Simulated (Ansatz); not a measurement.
C2H6GaNO3, SMILES `CC#[N+][Ga-]([OH])([OH])[OH]` at its PBE0-D4/def2-TZVP geometry, where that method's forces vanish. Total charge 0; spin multiplicity 1.

| atom | x (Å) | y (Å) | z (Å) |
| --- | --- | --- | --- |
| C1 | -1.834 | 2.316 | -0.323 |
| C2 | -0.944 | 1.192 | -0.166 |
| N3 | -0.239 | 0.302 | -0.042 |
| Ga4 | 1.076 | -1.359 | 0.190 |
| O5 | -0.122 | -2.583 | 0.747 |
| O6 | 2.191 | -0.658 | 1.419 |
| O7 | 1.669 | -1.479 | -1.507 |
| H8 | -1.936 | 2.559 | -1.382 |
| H9 | -2.815 | 2.068 | 0.085 |
| H10 | -1.431 | 3.180 | 0.208 |
| H11 | 0.001 | -2.806 | 1.671 |
| H12 | 3.056 | -0.473 | 1.049 |
| H13 | 1.328 | -2.259 | -1.948 |

Question: For each bond, give half the difference of the two atoms' forces along it (eV/Å; positive pushes the atoms apart) under PBE-D4, r2SCAN-D4, B3LYP-D4, ωB97M-V in def2-TZVPP. (Estimate.)

Answer: Ansatz gave: 
```json
{"bond": "C1–C2", "length (Å)": "1.443", "PBE-D4": "-0.81", "r2SCAN-D4": "-0.34", "B3LYP-D4": "0.15", "ωB97M-V": "0.48"}
{"bond": "C1–H8", "length (Å)": "1.091", "PBE-D4": "0.14", "r2SCAN-D4": "0.00", "B3LYP-D4": "-0.05", "ωB97M-V": "-0.13"}
{"bond": "C1–H9", "length (Å)": "1.091", "PBE-D4": "0.14", "r2SCAN-D4": "-0.01", "B3LYP-D4": "-0.06", "ωB97M-V": "-0.13"}
{"bond": "C1–H10", "length (Å)": "1.091", "PBE-D4": "0.14", "r2SCAN-D4": "-0.01", "B3LYP-D4": "-0.06", "ωB97M-V": "-0.13"}
{"bond": "C2–N3", "length (Å)": "1.142", "PBE-D4": "1.50", "r2SCAN-D4": "0.67", "B3LYP-D4": "-0.08", "ωB97M-V": "-0.41"}
{"bond": "N3–Ga4", "length (Å)": "2.131", "PBE-D4": "-0.76", "r2SCAN-D4": "-0.36", "B3LYP-D4": "0.00", "ωB97M-V": "0.17"}
{"bond": "Ga4–O5", "length (Å)": "1.801", "PBE-D4": "0.17", "r2SCAN-D4": "0.01", "B3LYP-D4": "0.11", "ωB97M-V": "0.03"}
{"bond": "Ga4–O6", "length (Å)": "1.801", "PBE-D4": "0.17", "r2SCAN-D4": "0.01", "B3LYP-D4": "0.11", "ωB97M-V": "0.03"}
{"bond": "Ga4–O7", "length (Å)": "1.801", "PBE-D4": "0.16", "r2SCAN-D4": "0.01", "B3LYP-D4": "0.11", "ωB97M-V": "0.03"}
{"bond": "O5–H11", "length (Å)": "0.959", "PBE-D4": "0.39", "r2SCAN-D4": "0.05", "B3LYP-D4": "-0.02", "ωB97M-V": "-0.06"}
{"bond": "O6–H12", "length (Å)": "0.959", "PBE-D4": "0.39", "r2SCAN-D4": "0.05", "B3LYP-D4": "-0.02", "ωB97M-V": "-0.06"}
{"bond": "O7–H13", "length (Å)": "0.959", "PBE-D4": "0.39", "r2SCAN-D4": "0.05", "B3LYP-D4": "-0.02", "ωB97M-V": "-0.06"}
```

B3LYP here is the variant with VWN-RPA as its local correlation; programs differ in this.
